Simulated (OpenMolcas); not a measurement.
An OpenMolcas run meant for Pd+ (ANO-R1, X2C; inactive shells 1s 2s 2p 3s 3p 3d 4s 4p; intended active space 9 electrons in 6 orbitals (4d 5s)). One step of its input:

```
&CASPT2
Multistate=10 1 2 3 4 5 6 7 8 9 10
Frozen=8 6
IPAE=0.25
Imaginary=0.1
MaxIter=60
WThr=0.0 0.3 0.05
PrWF=0.5
NoMix
```

Lines from the output:

```
|        MOLCAS_PRINT = 2
  |       MOLCAS_SOURCE = <dir>
  |    MOLCAS_STRUCTURE = 0
  |
   --------------------------------------------------------------------------------------
++ ---------   Input file   ---------
>>> COPY JOB001 $Project.JobIph
&CASPT2
Multistate=10 1 2 3 4 5 6 7 8 9 10
Frozen=8 6
IPAE=0.25
Imaginary=0.1
MaxIter=60
WThr=0.0 0.3 0.05
PrWF=0.5
NoMix
-- ----------------------------------
>>> COPY JOB001 a.JobIph
*** symbolic link created: INPORB -> a.RasOrb
--- Start Module: caspt2 at  ---
()()()()()()()()()()()()()()()()()()()()()()()()()()()()()()()()()()()()()()()()()()()()()()()()()()
                                              &CASPT2
                                   only a single process is used
                       available to each process: 2.3 GB of memory, 1 thread
()()()()()()()()()()()()()()()()()()()()()()()()()()()()()()()()()()()()()()()()()()()()()()()()()()
 ###    ERROR: Unrecognized keyword: IPAE                                    ###
--- Stop Module: caspt2 at  /rc=_RC_INPUT_ERROR_ ---
.####################.
.# User input error #.
.####################.
```

Problem. What is wrong with the input?

Solution. A keyword is misspelt. OpenMolcas reads the first four letters of a keyword, so the setting is refused or falls back to its default.
